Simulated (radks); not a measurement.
Q: All-electron atom: Te2+ in [Kr] 4d10 5s2 5p(up 1, down 1) (spins set by hand, not the high-spin state). Calculated with a radial shooting solver on a logarithmic mesh with Libxc functionals: scalar-relativistic Kohn-Sham, PBE, spin-polarised, spherical densities, point nucleus. Some entries of the table are withheld. Estimate them.

orbital  occ.  eigenvalue (eV)  <r> (bohr)
1s          2        -31649.04     0.02781
2s          2        -4869.947      0.1198
2p          6              (1)      0.1048
3s          2        -984.7846         (2)
3p          6        -823.4596      0.3202
3d         10        -579.6006      0.2968
4s          2        -183.8162      0.7645
4p          6        -133.8233      0.8207
4d         10         -60.9875      0.9680
5s          2         -32.7150       1.975
5p          2         -22.3044       2.342

A: 
(1) 2p eigenvalue (eV): -4373.612
(2) 3s <r> (bohr): 0.3221
